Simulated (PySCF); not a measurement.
C3H7NOSi, SMILES C#C[Si@H](N)OC. Coordinates come from a B3LYP-D3(BJ)/def2-SVP optimisation. The structure was generated by enumeration; whether it is a known compound was not checked. One conformer was computed; it need not be the lowest.

Computed equilibrium geometry at B3LYP-D3(BJ)/def2-SVP (PySCF confirms it by a frequency run) as Cartesian coordinates in Å (one conformer of several):
```xyz
13

C      2.4170    -1.0884     0.4183
C      1.4306    -0.5021     0.0110
Si    -0.0995     0.3375    -0.5778
N      0.2162     2.0154    -0.7042
O     -1.3086     0.0033     0.5208
C     -1.7119    -1.2882     0.9113
H      3.2932    -1.6002     0.7729
H     -0.4913    -0.1789    -1.9158
H      0.6657     2.5044     0.0639
H     -0.4357     2.6195    -1.1949
H     -2.5023    -1.1980     1.6731
H     -0.8755    -1.8658     1.3471
H     -2.1212    -1.8685     0.0621
```
Charge 0, spin multiplicity 1.
